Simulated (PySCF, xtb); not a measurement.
Cd(F)(NH2) (CdFH2N), SMILES [NH2][Cd][F]. The values are those of a single conformer.

Harmonic wavenumbers (cm⁻¹) from GFN2-xTB in xtb at its own minimum, in rising order: 69, 173, 314, 410, 695, 728, 1457, 3267, 3322.

Q: What does PySCF with B3LYP-D3(BJ)/def2-TZVP give at its own minimum? (Estimate from the structure and the level; the computed values follow.)

A: 139, 141, 506, 605, 674, 849, 1563, 3469, 3557. Paired by order, the mean absolute difference is 130 cm⁻¹ and the zero-point energies are 14.9 and 16.4 kcal/mol.
